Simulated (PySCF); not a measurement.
The dipole of `C1(C(=C)C([SiH2]C=1)=C)C(Cl)Cl` from its density and from atomic charges.

Coordinates (GFN2-xTB, Å) and charges (e) from the PBE0/pcSseg-1 density (PySCF):

| atom | x | y | z | Mulliken | IAO | Hirshfeld | ESP-fitted |
| --- | --- | --- | --- | --- | --- | --- | --- |
| C1 | 2.330 | -1.261 | 0.088 | -0.0422 | -0.2770 | -0.0843 | -0.4048 |
| C2 | 1.368 | -0.343 | 0.075 | -0.4934 | -0.2590 | -0.0896 | -0.1314 |
| Si3 | 1.616 | 1.528 | 0.194 | +0.7725 | +0.7561 | +0.3394 | +0.4828 |
| C4 | -0.244 | 1.754 | 0.090 | -0.3162 | -0.4196 | -0.1333 | -0.3640 |
| C5 | -0.889 | 0.582 | -0.020 | -0.0731 | +0.0138 | -0.0089 | +0.2375 |
| C6 | -2.377 | 0.546 | -0.124 | -0.2077 | -0.0966 | +0.0390 | -0.6411 |
| Cl7 | -3.113 | -0.367 | 1.223 | -0.0440 | -0.0680 | -0.0388 | +0.0105 |
| Cl8 | -2.902 | -0.150 | -1.684 | -0.0443 | -0.0690 | -0.0403 | +0.0090 |
| C9 | -0.075 | -0.641 | -0.040 | -0.2115 | -0.0047 | -0.0160 | +0.1106 |
| C10 | -0.580 | -1.872 | -0.154 | +0.0429 | -0.2901 | -0.0961 | -0.3956 |
| H11 | 3.366 | -0.977 | 0.172 | +0.1120 | +0.1491 | +0.0486 | +0.1858 |
| H12 | 2.145 | -2.321 | 0.017 | +0.1152 | +0.1435 | +0.0483 | +0.1844 |
| H13 | 2.177 | 1.981 | 1.468 | -0.0743 | -0.1164 | -0.0707 | -0.0964 |
| H14 | 2.328 | 2.113 | -0.944 | -0.0739 | -0.1163 | -0.0706 | -0.0956 |
| H15 | -0.782 | 2.688 | 0.110 | +0.0902 | +0.1548 | +0.0470 | +0.1701 |
| H16 | -2.801 | 1.552 | -0.080 | +0.1994 | +0.1874 | +0.0540 | +0.3620 |
| H17 | 0.056 | -2.739 | -0.165 | +0.1185 | +0.1502 | +0.0498 | +0.1845 |
| H18 | -1.633 | -2.068 | -0.239 | +0.1299 | +0.1617 | +0.0231 | +0.1918 |

Task: Compute μ = Σ q r for each scheme (1 e·Å = 4.803 D) and compare with the dipole of the full density.

Result: The full density gives (1.72, 1.00, 0.19) D, 2.00 D in size; dipole vectors point from the negative to the positive end.

```json
{"scheme": "Mulliken", "μx": "3.95", "μy": "0.23", "μz": "0.27", "size (D)": "3.97", "share of the full size (%)": "199", "angle to the full dipole (°)": "27"}
{"scheme": "IAO", "μx": "2.43", "μy": "1.92", "μz": "0.29", "size (D)": "3.11", "share of the full size (%)": "156", "angle to the full dipole (°)": "8"}
{"scheme": "Hirshfeld", "μx": "0.95", "μy": "1.08", "μz": "0.14", "size (D)": "1.45", "share of the full size (%)": "72", "angle to the full dipole (°)": "19"}
{"scheme": "ESP-fitted", "μx": "1.73", "μy": "1.07", "μz": "0.20", "size (D)": "2.04", "share of the full size (%)": "102", "angle to the full dipole (°)": "2"}
```

Task: Which set comes closest?

Result: Length of the difference vector: ESP-fitted 0.07 D, Hirshfeld 0.78 D, IAO 1.17 D, Mulliken 2.36 D. Closest: ESP-fitted. The schemes that divide the density aren't constrained to reproduce the dipole.

Task: What is left for the Hirshfeld atoms' own dipoles?

Result: The Hirshfeld atoms' densities add up to the full density, so μ = Σ q r + Σ (atomic dipoles). The atomic dipoles sum to (1.72, 1.00, 0.19) − (0.95, 1.08, 0.14) = (0.77, -0.08, 0.05) D, 0.78 D in size.

Task: With the origin at the mean of the coordinates, (0.000, 0.000, -0.001) Å, which are the largest single terms, by size, of the IAO dipole along the direction of the full one?

Result: Si3 +7.89, C10 +2.02, H18 -1.91, C1 -1.84, H11 +1.74 D; all 18 atoms together +3.08 D. The single terms depend on the origin, their sum doesn't.

Task: Give the size of the full dipole in other units.

Result: 2.00 D = 0.786 au = 0.416 e·Å = 6.66 × 10⁻³⁰ C·m.

Geometry: GFN2-xTB, one conformer, isolated molecule.

Shape of the structure used: `[CH2:1]=[C:2]1[SiH2:3][CH:4]=[C:5]([CH:6]([Cl:7])[Cl:8])[C:9]1=[CH2:10]`: C4–C5–C6–Cl7 -120°.
